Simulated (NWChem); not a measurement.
Program: NWChem. System: HFOSi, charge 0, spin multiplicity 1, at a geometry optimised with PBE0/def2-SVP. The structure started from a generated list of species. Level: RHF/def2-TZVP.

The NWChem input:

```
start mol
memory heap 200 mb stack 900 mb global 1100 mb
geometry units angstroms nocenter noautoz
  Si    -0.624042    -0.000062     0.000000
  F      0.434753     1.257965     0.000000
  O      0.430327    -1.277341     0.000000
  H      1.381194    -1.102085     0.000000
  symmetry group Cs
end
basis spherical
  * library def2-tzvp
end
scf
  rhf
  nopen 0
  maxiter 100
  thresh 1e-7
  semidirect memsize 60000000 filesize 0
end
task scf energy
```

NWChem printed:

```
             Northwest Computational Chemistry Package (NWChem) 7.3.0
             --------------------------------------------------------

                                NWChem Input Module
                                -------------------

 Scaling coordinates for geometry "geometry" by  1.889725989
 (inverse scale =  0.529177249)

 Turning off AUTOSYM since
 SYMMETRY directive was detected!

                             Geometry "geometry" -> ""
                             -------------------------

 Output coordinates in angstroms (scale by  1.889725989 to convert to a.u.)

  No.       Tag          Charge          X              Y              Z
 ---- ---------------- ---------- -------------- -------------- --------------
    1 Si                  14.0000    -0.62404200    -0.00006200     0.00000000
    2 F                    9.0000     0.43475300     1.25796500     0.00000000
    3 O                    8.0000     0.43032700    -1.27734100     0.00000000
    4 H                    1.0000     1.38119400    -1.10208500     0.00000000

 Effective nuclear repulsion energy (a.u.)     100.8521567990

            Nuclear Dipole moment (a.u.)
            ----------------------------
        X                 Y               Z
 ---------------- ---------------- ----------------
    -0.0000018897     0.0000075589     0.0000000000

      Symmetry information
      --------------------

 Group name             Cs
 Group number              2
 Group order               2
 No. of unique centers     4

      Symmetry unique atoms

     1    2    3    4


 Summary of "ao basis" -> "" (spherical)
 ------------------------------------------------------------------------------
       Tag                 Description            Shells   Functions and Types
 ---------------- ------------------------------  ------  ---------------------
 *                         def2-tzvp                  on all atoms

 Summary of "ao basis" -> "ao basis" (spherical)
 ------------------------------------------------------------------------------
       Tag                 Description            Shells   Functions and Types
[...]
  ----- ------------  ---------------      ----- ------------  ---------------
    76      0.428395  3 O  pz                79      0.397196  3 O  pz
    82      0.271259  3 O  pz

 Vector   16  Occ=2.000000D+00  E=-3.866576D-01  Symmetry=a'
              MO Center= -1.1D+00,  9.2D-03, -5.7D-16, r^2= 1.9D+00
   Bfn.  Coefficient  Atom+Function         Bfn.  Coefficient  Atom+Function
  ----- ------------  ---------------      ----- ------------  ---------------
     5      0.523393  1 Si s                  4      0.491045  1 Si s
    15     -0.289246  1 Si px                 3     -0.287464  1 Si s

 Vector   17  Occ=0.000000D+00  E= 5.160371D-02  Symmetry=a"
              MO Center= -7.9D-01,  1.2D-02,  1.1D-15, r^2= 3.7D+00
   Bfn.  Coefficient  Atom+Function         Bfn.  Coefficient  Atom+Function
  ----- ------------  ---------------      ----- ------------  ---------------
    20      0.808548  1 Si pz                17      0.299955  1 Si pz
    82     -0.231705  3 O  pz                51     -0.164487  2 F  pz

 Vector   18  Occ=0.000000D+00  E= 1.214465D-01  Symmetry=a'
              MO Center= -3.6D-01, -3.6D-01, -2.6D-15, r^2= 6.0D+00
   Bfn.  Coefficient  Atom+Function         Bfn.  Coefficient  Atom+Function
  ----- ------------  ---------------      ----- ------------  ---------------
    73      1.255740  3 O  s                 19      1.079036  1 Si py
   102     -0.622926  4 H  s                  5     -0.350781  1 Si s
    18     -0.262805  1 Si px                42     -0.229415  2 F  s
    16      0.211475  1 Si py                71      0.154839  3 O  s

 Vector   19  Occ=0.000000D+00  E= 1.395144D-01  Symmetry=a'
              MO Center=  2.7D-01, -1.5D-01,  1.6D-15, r^2= 6.0D+00
   Bfn.  Coefficient  Atom+Function         Bfn.  Coefficient  Atom+Function
  ----- ------------  ---------------      ----- ------------  ---------------
   102      0.872350  4 H  s                 18      0.797350  1 Si px
    73     -0.744911  3 O  s                 42     -0.690346  2 F  s
    19      0.623338  1 Si py                 5      0.572113  1 Si s
    80     -0.343873  3 O  px                81     -0.241899  3 O  py

 center of mass
 --------------
 x =  -0.02729595 y =   0.06958716 z =   0.00000000

 moments of inertia (a.u.)
 ------------------
         204.618941691459          -0.354673686324           0.000000000000
          -0.354673686324          69.125582009761           0.000000000000
           0.000000000000           0.000000000000         273.744523701220

  Mulliken analysis of the total density
  --------------------------------------

    Atom       Charge   Shell Charges
 -----------   ------   -------------------------------------------------------
    1 Si  14    13.30   2.00  0.59  1.38  1.01  0.77  4.10  1.74  0.43  0.68  0.18  0.18  0.15  0.09
    2 F    9     9.42   0.77  1.20  0.59  1.01  0.34  2.24  2.30  0.97  0.00  0.01  0.00
    3 O    8     8.62   0.79  1.18  0.56  0.96  0.26  1.85  2.10  0.90  0.00  0.02  0.00
    4 H    1     0.65   0.24  0.32  0.05  0.05

       Multipole analysis of the density wrt the origin
       ------------------------------------------------

     L   x y z        total         open         nuclear
     -   - - -        -----         ----         -------
     0   0 0 0     -0.000000      0.000000     32.000000

     1   1 0 0      0.267968      0.000000     -0.000002
     1   0 1 0     -0.139391      0.000000      0.000008
     1   0 0 1      0.000000      0.000000      0.000000

     2   2 0 0    -16.381879      0.000000     37.647006
     2   1 1 0     -1.495432      0.000000     -3.560028
     2   1 0 1     -0.000000      0.000000      0.000000
     2   0 2 0    -20.759493      0.000000    101.809883
     2   0 1 1      0.000000      0.000000      0.000000
     2   0 0 2    -15.824431      0.000000      0.000000

 Task  times  cpu:        1.3s     wall:        1.3s

 Total times  cpu:        1.3s     wall:        1.3s
```
